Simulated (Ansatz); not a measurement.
Consider the formal exchange of groups at a Ge–N bond: `[NH2][Ge]([OH])([F])[Cl]` + GeH₄ → `[OH][Ge]([F])([Cl])[GeH3]` + NH₃.

Isolated molecules relaxed with PBE0-D4/def2-TZVP in Ansatz; ΔE leaves out vibrations. CCSD(T)/CBS is the MP2 limit (def2-TZVPP, def2-QZVPP) plus CCSD(T) − MP2 in def2-TZVPP, frozen cores. This one scheme is used for every species. Functionals use def2-TZVPP. B3LYP here is the variant with VWN-RPA as its local correlation; programs differ in this. HSE06 is defined as in plane-wave codes. For Ge outer-core shells are correlated without core-valence functions, which leaves a few kJ/mol of doubt a bond. Scalar relativity is left out up to krypton. One conformer a species, not always the lowest.

| level | ΔE (kcal/mol) | difference from CCSD(T)/CBS |
| --- | --- | --- |
| LDA (SPW92) | -4.4 | -0.9 |
| PBE-D4 | -6.5 | -3.0 |
| revPBE-D4 | -5.6 | -2.1 |
| BLYP-D4 | -6.2 | -2.7 |
| B97M-V | -2.1 | 1.4 |
| PBE0-D4 | -4.9 | -1.4 |
| B3LYP-D4 | -5.0 | -1.5 |
| r2SCANh-D4 | -3.4 | 0.1 |
| r2SCAN0-D4 | -3.0 | 0.5 |
| HSE06-D4 | -5.0 | -1.5 |
| BHLYP-D4 | -3.5 | 0.0 |
| CAM-B3LYP-D4 | -3.1 | 0.4 |
| ωB97X-V | -2.7 | 0.8 |
| ωB97M-V | -3.4 | 0.1 |
| B2PLYP | -3.3 | 0.2 |
| PBE | -6.3 | -2.8 |
| revPBE | -6.5 | -3.0 |
| BLYP | -6.0 | -2.5 |
| r2SCAN | -3.5 | 0.0 |
| PBE0 | -4.6 | -1.1 |
| r2SCANh | -3.3 | 0.2 |
| r2SCAN0 | -2.9 | 0.6 |
| HSE06 | -4.6 | -1.1 |
| BHLYP | -2.5 | 1.0 |
| CAM-B3LYP | -2.7 | 0.8 |
| LC-ωPBE | -2.4 | 1.1 |
| RPA@PBE/def2-TZVPP | -1.9 | 1.6 |
| HF/def2-SVP | 1.5 | 5.0 |
| CCSD/def2-SVP | 0.8 | 4.3 |
| CCSD(T)/def2-SVP | 0.6 | 4.1 |
| MP2/def2-TZVPP | -2.1 | 1.4 |
| SCS-MP2/def2-TZVPP | -1.4 | 2.1 |
| CCSD/def2-TZVPP | -1.9 | 1.6 |
| CCSD(T)/def2-TZVPP | -2.1 | 1.4 |
| HF/def2-QZVPP | 0.9 | 4.4 |
| MP2/def2-QZVPP | -2.9 | 0.6 |
| SCS-MP2/def2-QZVPP | -2.0 | 1.5 |
| HF/CBS(def2) | 0.9 | 4.4 |
| MP2/CBS(def2) | -3.5 | 0.0 |
| CCSD/CBS(def2) | -3.3 | 0.2 |
| CCSD(T)/CBS | -3.5 | 0 |

Largest T1 diagnostic among the species: 0.012.

In def2-TZVPP, CCSD(T) changes the Hartree–Fock value by −3.0 kcal/mol (the triples alone add −0.3 kcal/mol) and MP2 by −3.0 kcal/mol. From BLYP to BHLYP (50 % exact exchange), in def2-TZVPP and without D4, ΔE moves by +3.5 kcal/mol. At CCSD(T), def2-SVP lies +4.1 kcal/mol from the extrapolated value and def2-TZVPP +1.4 kcal/mol.

CCSD(T)/CBS has its own doubt, a few kJ/mol and more with outer-core shells, so smaller differences from it don't rank the levels.
